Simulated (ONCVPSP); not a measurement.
Pseudopotentials across the periodic table

Generated with ld1.x 7.5 (TM, RRKJ, ultrasoft, PAW), atompaw 4.2 or ONCVPSP 4.0.1. The cutoff is in Ry: for ld1.x and atompaw files where the sum of valence levels is converged to 10 mRy in a Bessel basis, for ONCV files where the hardest occupied wave has 1 mHa per electron of residual kinetic energy. The error is the largest all-electron minus pseudo excitation energy over each file’s own four to seven test configurations (ionisations up to +4, promotions, holes and added fractions of an electron), all of which were solved. The labels leave out finer settings (local radius, basis sizes, second energies), which also bear on the numbers. Spin-polarised tests are not counted. The rows are a selection from randomly drawn settings: files with unsolved tests, undetermined cutoffs or missed reference levels are left out.

A true bound ghost makes a file unfit for plane-wave use even where its test errors are small: the radial tests pick states by their node count and pass the ghost by.

```tsv
element	potential	cutoff (Ry)	largest error (meV)	bound ghosts
Be	ONCV, LDA (Perdew-Zunger), scalar-relativistic, rc 1.42/1.38/1.42 (spd), local smoothed, core correction yes, reference 2s2, qcut 4.8/4.3/5.5, projectors 1/2/2	13	+19	none
C	ONCV, PBE, scalar-relativistic, rc 1.35/3.00/2.35 (spd), local smoothed, core correction yes, reference 2s2 2p2, qcut 6/5.7/4.3, projectors 2/1/3	28	+1641	none
P	ONCV, PBE, scalar-relativistic, rc 1.00/1.00 (sp), local smoothed, core correction yes, reference 2s2 2p6 3s1.75 3p3.25, qcut 11.9/13.8, projectors 2/2	159	+12	none
Rh	ONCV, PBEsol, scalar-relativistic, rc 1.50/1.75/2.00 (spd), local smoothed, core correction yes, reference 4s2 4p6 4d7, qcut 6.6/7.3/7.2, projectors 2/2/2	40	+15	none
Ag	ONCV, PBE, scalar-relativistic, rc 2.40/2.35/1.30 (spd), local smoothed, core correction yes, reference 4d10 5s1, qcut 2.7/3.5/7.5, projectors 3/2/1	63	-49	s, p
Te	ONCV, PBE, fully relativistic, rc 1.70/1.90/1.20 (spd), local smoothed, core correction yes, reference 4d10 5s2 5p1, qcut 3.5/4.8/14.1, projectors 1/3/2	113	-552	s, p3/2, p1/2
```

**Question.** Fill in the row for Hf: ONCV, PBE, scalar-relativistic, rc 2.30/2.20/3.10 (spd), local smoothed, core correction yes, reference 5p6 5d2 6s1, qcut 3.6/7.6/4.9, projectors 2/1/3.

**Answer.** cutoff 30 Ry, largest error -50 meV, bound ghosts: s.

**Question.** Fill in the row for N: ONCV, PBE, scalar-relativistic, rc 1.05/2.05/2.25 (spd), local s, core correction no, reference 2s2 2p2.5, qcut 6.3/8.2/4.6, projectors 0/2/2.

**Answer.** cutoff 83 Ry, largest error +1314 meV, bound ghosts: none.

**Question.** Fill in the row for I: ONCV, PBE, scalar-relativistic, rc 1.55/1.95/1.45 (spd), local smoothed, core correction yes, reference 4d10 5s2 5p5, qcut 4/3.8/11.4, projectors 3/1/2.

**Answer.** cutoff 128 Ry, largest error +74 meV, bound ghosts: s.
